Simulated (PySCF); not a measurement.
PySCF input (M06-2X/6-31G* with LANL2DZ past Ar (5d)):

```python
from pyscf import gto, dft

mol = gto.M(
    atom='''
    Te   -0.00086602    0.04357642   -0.00046690
    H    -1.16344719   -1.15662377    0.00586249
    H     1.20848046   -1.10935031    0.01841644
    ''',
    basis={'default': '6-31g*', 'Te': 'lanl2dz'},
    ecp={'Te': 'lanl2dz'},
    charge=1,
    spin=1,
    verbose=4,
)

mf = dft.UKS(mol, xc='m062x')
mf.grids.level = 4
mf.conv_tol = 1e-9
mf.max_cycle = 100
mf.max_memory = 1500
mf.kernel()
if not mf.converged:
    mf = mf.newton()
    mf.kernel(mf.make_rdm1())
mo, _, stable, _ = mf.stability(return_status=True)
if not stable:
    mf.kernel(mf.make_rdm1(mo, mf.mo_occ))
    stable = mf.stability(return_status=True)[2]
mf.dip_moment()
```

Output:

```
PySCF version 2.14.0

[INPUT] verbose = 4
[INPUT] num. atoms = 3
[INPUT] num. electrons = 7
[INPUT] charge = 1
[INPUT] spin (= nelec alpha-beta = 2S) = 1
[INPUT] symmetry False subgroup None
[INPUT] Mole.unit = angstrom
[INPUT] Symbol           X                Y                Z      unit          X                Y                Z       unit  Magmom
[INPUT]  1 Te    -0.000866020000   0.043576420000  -0.000466900000 AA   -0.001636540618   0.082347499289  -0.000882313128 Bohr   0.0
[INPUT]  2 H     -1.163447190000  -1.156623770000   0.005862490000 AA   -2.198596549495  -2.185702154462   0.011078500508 Bohr   0.0
[INPUT]  3 H      1.208480460000  -1.109350310000   0.018416440000 AA    2.283697096288  -2.096368262101   0.034802027789 Bohr   0.0

nuclear repulsion = 4.0233334364934
number of shells = 8
number of NR pGTOs = 20
number of NR cGTOs = 12
basis = {'default': '6-31g*', 'Te': 'lanl2dz'}
ecp = {'Te': 'lanl2dz'}

******** <class 'pyscf.dft.uks.UKS'> ********
method = UKS
initial guess = minao
damping factor = 0
level_shift factor = 0
DIIS = <class 'pyscf.scf.diis.CDIIS'>
diis_start_cycle = 1
diis_space = 8
diis_damp = 0
SCF conv_tol = 1e-09
SCF conv_tol_grad = None
SCF max_cycles = 100
direct_scf = True
direct_scf_tol = 1e-13
number electrons alpha = 4  beta = 3
XC library pyscf.dft.libxc version 7.1.2
    S. Lehtola, C. Steigemann, M. J. T. Oliveira, and M. A. L. Marques,  SoftwareX 7, 1–5 (2018)
XC functionals = m062x
    Y. Zhao and D. G. Truhlar,  Theor. Chem. Acc. 120, 215 (2008)
    Y. Zhao and D. G. Truhlar,  Theor. Chem. Acc. 120, 215 (2008)
radial grids:
    Treutler-Ahlrichs [JCP 102, 346 (1995); DOI:10.1063/1.469408] (M4) radial grids

becke partition: Becke, JCP 88, 2547 (1988); DOI:10.1063/1.454033
pruning grids: <function nwchem_prune>
grids dens level: 4
symmetrized grids: False
atomic radii adjust function: <function treutler_atomic_radii_adjust>
small_rho_cutoff = 0
Set gradient conv threshold to 3.16228e-05
tot grids = 63008
init E= -5.093584929326
  alpha nocc = 4  HOMO = -0.0795250869592949  LUMO = 0.0779635784258713
  beta  nocc = 3  HOMO = -0.198251038780418  LUMO = -0.0795250869592949

WARN: HOMO -0.0795250869592949 >= LUMO -0.0795250869592949

cycle= 1 E= -8.72237698099174  delta_E= -3.63  |g|= 0.304  |ddm|= 2.23
  alpha nocc = 4  HOMO = -0.673216666148559  LUMO = -0.293303346233456
  beta  nocc = 3  HOMO = -0.726970922213144  LUMO = -0.509007314559489
  HOMO = -0.673216666149  LUMO = -0.509007314559  gap/eV = 4.46836
cycle= 2 E= -8.81732911039137  delta_E= -0.095  |g|= 0.105  |ddm|= 0.742
  alpha nocc = 4  HOMO = -0.5890760288544  LUMO = -0.244803499626638
  beta  nocc = 3  HOMO = -0.650647954787357  LUMO = -0.412966526993289
  HOMO = -0.589076028854  LUMO = -0.412966526993  gap/eV = 4.79218
cycle= 3 E= -8.82941296049834  delta_E= -0.0121  |g|= 0.0126  |ddm|= 0.176
  alpha nocc = 4  HOMO = -0.590771166151467  LUMO = -0.23924352790813
  beta  nocc = 3  HOMO = -0.648307556164926  LUMO = -0.410455058430474
  HOMO = -0.590771166151  LUMO = -0.41045505843  gap/eV = 4.90665
cycle= 4 E= -8.82958847017859  delta_E= -0.000176  |g|= 0.00205  |ddm|= 0.0216
  alpha nocc = 4  HOMO = -0.591491496576159  LUMO = -0.23914928271855
  beta  nocc = 3  HOMO = -0.64841352962784  LUMO = -0.410140509115124
  HOMO = -0.591491496576  LUMO = -0.410140509115  gap/eV = 4.93481
cycle= 5 E= -8.82959821515813  delta_E= -9.74e-06  |g|= 0.000702  |ddm|= 0.00581
  alpha nocc = 4  HOMO = -0.591539001816677  LUMO = -0.239279436593891
  beta  nocc = 3  HOMO = -0.648436897050227  LUMO = -0.410095358421764
  HOMO = -0.591539001817  LUMO = -0.410095358422  gap/eV = 4.93733
cycle= 6 E= -8.82959982883992  delta_E= -1.61e-06  |g|= 0.00025  |ddm|= 0.00231
  alpha nocc = 4  HOMO = -0.591519617063974  LUMO = -0.239372470573346
  beta  nocc = 3  HOMO = -0.648473569064857  LUMO = -0.410093813159354
  HOMO = -0.591519617064  LUMO = -0.410093813159  gap/eV = 4.93685
cycle= 7 E= -8.829600068227  delta_E= -2.39e-07  |g|= 1.59e-05  |ddm|= 0.00133
  alpha nocc = 4  HOMO = -0.591518577874631  LUMO = -0.239376110390343
  beta  nocc = 3  HOMO = -0.648469280446993  LUMO = -0.410093189492573
  HOMO = -0.591518577875  LUMO = -0.410093189493  gap/eV = 4.93684
cycle= 8 E= -8.8296000689972  delta_E= -7.7e-10  |g|= 1.51e-06  |ddm|= 8.32e-05
  alpha nocc = 4  HOMO = -0.591518555914225  LUMO = -0.239376072715765
  beta  nocc = 3  HOMO = -0.648469204488532  LUMO = -0.410093068857904
  HOMO = -0.591518555914  LUMO = -0.410093068858  gap/eV = 4.93684
Extra cycle  E= -8.82960006900281  delta_E= -5.61e-12  |g|= 4.56e-07  |ddm|= 5.16e-06
converged SCF energy = -8.82960006900281  <S^2> = 0.75200445  2S+1 = 2.0020034
uhf_internal: lowest eigs of H = [0.22650171 0.3399426  0.42181157]
<class 'pyscf.dft.uks.UKS'> wavefunction is stable in the internal stability analysis

WARN: System has nonzero charge 1; the dipole moment is origin-dependent.
Location of origin: [0. 0. 0.]

Dipole moment(X, Y, Z, Debye):  0.02237, -1.12671,  0.01207
```

The dipole moment of an ion depends on the origin.
